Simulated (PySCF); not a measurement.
Compound: C₅H₃BrClF.
Numbering: `[CH:1]#[C:2]/[C:3](=[CH:4]\[Br:5])[C@@H:6]([F:7])[Cl:8]` (hydrogens: H9 on C1; H10 on C4; H11 on C6)

Method: PBE0/def2-SV(P) geometry optimisation, gas phase in PySCF 2.14.0; density fitting, grid level 1; the optimiser is geomeTRIC in internal coordinates, started from a GFN2-xTB structure.

Step 0: E = -90477.2237 eV
```
atom  x, y, z in Å  |  force x, y, z in eV/Å
C1      2.0730    1.2850   -0.2638    0.223   0.029  -0.003
C2      1.0296    0.7129   -0.1042   -0.767  -0.267   0.071
C3     -0.2089    0.0614    0.0841    0.273  -0.266   0.048
C4     -1.3806    0.7026    0.1417   -0.044   0.733   0.030
Br5    -1.5333    2.5651    0.0113   -0.058  -0.299   0.010
C6     -0.1402   -1.4350    0.1843   -0.596  -0.436  -0.178
F7     -1.2594   -1.9604    0.7398    0.126   0.206  -0.086
Cl8     0.0408   -2.1287   -1.4684    0.099   0.024   0.214
H9      2.9845    1.7861   -0.4014    0.997   0.538  -0.158
H10    -2.3177    0.1887    0.2835   -0.436  -0.281   0.082
H11     0.7200   -1.7739    0.7733    0.183   0.018  -0.029
```

Step 1: E = -90477.2846 eV
```
atom  x, y, z in Å  |  force x, y, z in eV/Å
C1      2.1174    1.2644   -0.3074    0.147   0.110  -0.017
C2      1.0411    0.7353   -0.1321   -0.040  -0.017  -0.008
C3     -0.2024    0.0821    0.0789   -0.106  -0.008  -0.060
C4     -1.3891    0.7105    0.1806   -0.122  -0.126   0.075
Br5    -1.6320    2.5455    0.0799    0.042   0.076  -0.011
C6     -0.1716   -1.4258    0.1722    0.203   0.060   0.020
F7     -1.3446   -1.9133    0.6161   -0.059  -0.051  -0.010
Cl8     0.2024   -2.1407   -1.4243   -0.035  -0.006  -0.017
H9      3.0613    1.7596   -0.4692   -0.065  -0.066   0.016
H10    -2.3135    0.1479    0.3460    0.107   0.029  -0.016
H11     0.6386   -1.7618    0.8395   -0.074  -0.001   0.029
```

Step 2: E = -90477.2851 eV
```
atom  x, y, z in Å  |  force x, y, z in eV/Å
C1      2.1051    1.2739   -0.3096   -0.016   0.002   0.010
C2      1.0296    0.7401   -0.1370    0.023  -0.018  -0.026
C3     -0.2106    0.0781    0.0736   -0.040  -0.118  -0.004
C4     -1.3970    0.7043    0.1848    0.100   0.077   0.017
Br5    -1.5809    2.5491    0.0773   -0.096   0.033   0.010
C6     -0.1680   -1.4292    0.1716    0.081   0.030  -0.031
F7     -1.3424   -1.9260    0.6050   -0.059  -0.004   0.009
Cl8     0.2140   -2.1454   -1.4229    0.005   0.005   0.003
H9      3.0486    1.7657   -0.4683    0.010  -0.013   0.001
H10    -2.3242    0.1540    0.3560    0.007   0.005  -0.004
H11     0.6336   -1.7608    0.8497   -0.015  -0.001   0.014
```

Problem. Estimate the geometry and energy of step 3. (The exact step hangs on the optimiser's Hessian estimate; all steps are aligned on step 2, rigid shifts and turns removed.)

Solution. E = -90477.2871 eV, largest force 0.081 eV/Å
```
atom  x, y, z in Å  |  force x, y, z in eV/Å
C1      2.1116    1.2688   -0.3103   -0.034  -0.006   0.013
C2      1.0338    0.7394   -0.1381    0.016   0.005  -0.025
C3     -0.2088    0.0815    0.0727   -0.028  -0.040  -0.009
C4     -1.3957    0.7070    0.1846    0.062   0.048   0.022
Br5    -1.6095    2.5497    0.0809   -0.026  -0.009   0.004
C6     -0.1674   -1.4256    0.1713    0.045   0.014  -0.030
F7     -1.3434   -1.9207    0.6044   -0.037  -0.007   0.004
Cl8     0.2140   -2.1426   -1.4230    0.006   0.005   0.007
H9      3.0576    1.7555   -0.4685    0.018  -0.007  -0.001
H10    -2.3175    0.1488    0.3560   -0.011  -0.003  -0.001
H11     0.6331   -1.7580    0.8501   -0.012  -0.001   0.016
```

The energy changes by -0.0020 eV. The first-order estimate −F·Δx gives -0.0031 eV and the mean of the old and new forces, exact on a quadratic surface, -0.0020 eV. The step makes an angle of 68° with the force vector and moves no atom by more than 0.029 Å.

The cost below is that of the whole optimisation. Time: 59 s; peak memory 0.66 GiB. Hardware: an Arm Neoverse V2 with one thread, on a shared host.
